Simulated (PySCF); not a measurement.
Species: C8H6FN.
Bonds: F1–C2, C2–C3 (aromatic), C3–C4 (aromatic), C4–C5 (aromatic), C5–C6 (aromatic), C6–C7 (aromatic), C7–C8 (aromatic), C8–C9 (aromatic), C9–N10 (aromatic), C2–N10 (aromatic), C5–N10 (aromatic). Hydrogens: H11 on C3; H12 on C4; H13 on C6; H14 on C7; H15 on C8; H16 on C9.

The same species was optimised twice, with GFN2-xTB and with PBE0-D3(BJ)/def2-SVP (PySCF), and the same property calculations (PySCF, gas phase) were run on both structures.

```csv
coordinate,GFN2-xTB,PBE0-D3(BJ)/def2-SVP,change
F1–C2 (Å),1.343,1.321,-0.022
C3–C4 (Å),1.400,1.415,+0.015
C5–N10 (Å),1.400,1.412,+0.012
C9–N10 (Å),1.363,1.375,+0.012
C7–C8 (Å),1.417,1.428,+0.011
C5–C6 (Å),1.407,1.416,+0.009
C2–N10 (Å),1.350,1.358,+0.008
C6–C7 (Å),1.363,1.370,+0.007
C8–C9 (Å),1.355,1.361,+0.006
C4–C5 (Å),1.386,1.391,+0.005
C2–C3 (Å),1.373,1.377,+0.004
C4–C5–C6 (°),134.3,135.5,+1.2
F1–C2–C3 (°),129.8,130.9,+1.1
C2–N10–C9 (°),130.6,129.5,-1.1
F1–C2–N10 (°),119.7,118.9,-0.8
C6–C5–N10 (°),118.1,117.3,-0.8
C5–N10–C9 (°),122.0,122.6,+0.6
C5–C6–C7 (°),119.9,120.4,+0.5
C2–N10–C5 (°),107.5,107.9,+0.4
```

Rotational constants: A = 2694, B = 1339, C = 894.6 MHz (GFN2-xTB) against A = 2661, B = 1337, C = 889.9 MHz (PBE0-D3(BJ)/def2-SVP). Point groups within 0.08 Å: Cs and Cs.

On the GFN2-xTB structure: HOMO (eV) -5.57 [PBE0/pcSseg-1]; LUMO (eV) -0.92 [PBE0/pcSseg-1]; dipole (D) 1.27 [PBE0/pcSseg-1]; GIAO shielding of F1 (ppm) 330.5 [PBE0/pcSseg-1]; GIAO shielding of C2 (ppm) 39.7 [PBE0/pcSseg-1]; GIAO shielding of C3 (ppm) 86.4 [PBE0/pcSseg-1]; GIAO shielding of C4 (ppm) 86.2 [PBE0/pcSseg-1]; GIAO shielding of C5 (ppm) 58.0 [PBE0/pcSseg-1]; GIAO shielding of C6 (ppm) 60.6 [PBE0/pcSseg-1]; GIAO shielding of C7 (ppm) 67.0 [PBE0/pcSseg-1]; GIAO shielding of C8 (ppm) 69.7 [PBE0/pcSseg-1].

Q: What do these properties become on the PBE0-D3(BJ)/def2-SVP structure?

A: 
```json
{"property": "HOMO (eV)", "level": "PBE0/pcSseg-1", "on GFN2-xTB": "-5.57", "on PBE0-D3(BJ)/def2-SVP": "-5.56", "change": "+0.01"}
{"property": "LUMO (eV)", "level": "PBE0/pcSseg-1", "on GFN2-xTB": "-0.92", "on PBE0-D3(BJ)/def2-SVP": "-0.95", "change": "-0.03"}
{"property": "dipole (D)", "level": "PBE0/pcSseg-1", "on GFN2-xTB": "1.27", "on PBE0-D3(BJ)/def2-SVP": "1.14", "change": "-0.13"}
{"property": "energy, GFN2-xTB geometry as zero (kcal/mol)", "level": "PBE0/pcSseg-1", "on GFN2-xTB": "0.0", "on PBE0-D3(BJ)/def2-SVP": "-0.5", "change": "-0.5"}
{"property": "GIAO shielding of F1 (ppm)", "level": "PBE0/pcSseg-1", "on GFN2-xTB": "330.5", "on PBE0-D3(BJ)/def2-SVP": "332.7", "change": "+2.2"}
{"property": "GIAO shielding of C2 (ppm)", "level": "PBE0/pcSseg-1", "on GFN2-xTB": "39.7", "on PBE0-D3(BJ)/def2-SVP": "39.3", "change": "-0.4"}
{"property": "GIAO shielding of C3 (ppm)", "level": "PBE0/pcSseg-1", "on GFN2-xTB": "86.4", "on PBE0-D3(BJ)/def2-SVP": "86.1", "change": "-0.3"}
{"property": "GIAO shielding of C4 (ppm)", "level": "PBE0/pcSseg-1", "on GFN2-xTB": "86.2", "on PBE0-D3(BJ)/def2-SVP": "84.3", "change": "-1.9"}
{"property": "GIAO shielding of C5 (ppm)", "level": "PBE0/pcSseg-1", "on GFN2-xTB": "58.0", "on PBE0-D3(BJ)/def2-SVP": "56.2", "change": "-1.8"}
{"property": "GIAO shielding of C6 (ppm)", "level": "PBE0/pcSseg-1", "on GFN2-xTB": "60.6", "on PBE0-D3(BJ)/def2-SVP": "58.9", "change": "-1.7"}
{"property": "GIAO shielding of C7 (ppm)", "level": "PBE0/pcSseg-1", "on GFN2-xTB": "67.0", "on PBE0-D3(BJ)/def2-SVP": "64.9", "change": "-2.1"}
{"property": "GIAO shielding of C8 (ppm)", "level": "PBE0/pcSseg-1", "on GFN2-xTB": "69.7", "on PBE0-D3(BJ)/def2-SVP": "68.3", "change": "-1.4"}
```

The heavy atoms differ by 0.016 Å rms after alignment. Among bonds between heavy atoms F1–C2 changes most (-0.022 Å). Changes are differences of the printed values. Neither structure is proved a minimum here.
